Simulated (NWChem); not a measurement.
System: tert-butyl chloride (C$_{4}$H$_{9}$Cl); SMILES CC(C)(Cl)C

The following NWChem deck was run.

```
start job
memory heap 200 mb stack 900 mb global 1100 mb
geometry units angstroms noautoz
  C     -0.305712     1.420752    -0.802521
  C      0.000000     0.000000    -0.356355
  C      1.383263    -0.445622    -0.802521
  C     -1.077551    -0.975130    -0.802521
  Cl     0.000000     0.000000     1.474679
  H     -0.317170     1.470890    -1.903695
  H     -1.287326     1.747113    -0.430143
  H      0.455614     2.121686    -0.431198
  H      2.156707     0.241301    -0.430143
  H      1.609627    -1.455416    -0.431198
  H      1.432414    -0.460768    -1.903695
  H     -1.115243    -1.010123    -1.903695
  H     -2.065240    -0.666270    -0.431198
  H     -0.869381    -1.988414    -0.430143
end
basis spherical
  C library def2-svp
  Cl library def2-svp
  H library def2-svp
end
dft
  xc m05-2x
  iterations 150
  mulliken
end
task dft energy
```

Structure relaxed at the PBE0/def2-SVP level.

Question: Give the results of this calculation. (M05-2X/def2-SVP.) Quantities: energy (Ha); highest occupied level (eV); orbital gap (eV); dipole (D).

Answer: 
```
Quantity                      Result
---------------------------  -------
energy (Ha)                  -617.75
highest occupied level (eV)    -9.43
orbital gap (eV)               11.76
dipole (D)                      2.09
```
